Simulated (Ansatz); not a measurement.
Basis-set extrapolation for `BCC=N` (PBE0-D4/def2-TZVP geometry, frozen core, Ansatz). Multiplicity 1, RHF reference.

```csv
,def2-TZVPP,def2-QZVPP
HF,-158.383859,-158.391429
MP2 correlation,-0.634768,-0.676297
CCSD(T) correlation,-0.701038,not run
```

Energies in hartree. Use E(X) = E(∞) + A·exp(−7.88·√X) for Hartree–Fock and E(X) = E(∞) + B·X^(−2.97) for correlation, with X = 3 and 4, and add CCSD(T) minus MP2 of the smaller set to the MP2 limit.

Problem. What is the CCSD(T) energy at the basis-set limit?

Solution. HF limit: -158.391429 + (-0.007570) × 0.13774 = -158.39247. MP2 limit: -0.676297 + (-0.041529) × 0.74074 = -0.70706. Higher-order term: -0.701038 − (-0.634768) = -0.06627. Total: -159.16580 hartree, 212.4 kJ/mol below CCSD(T)/def2-TZVPP.
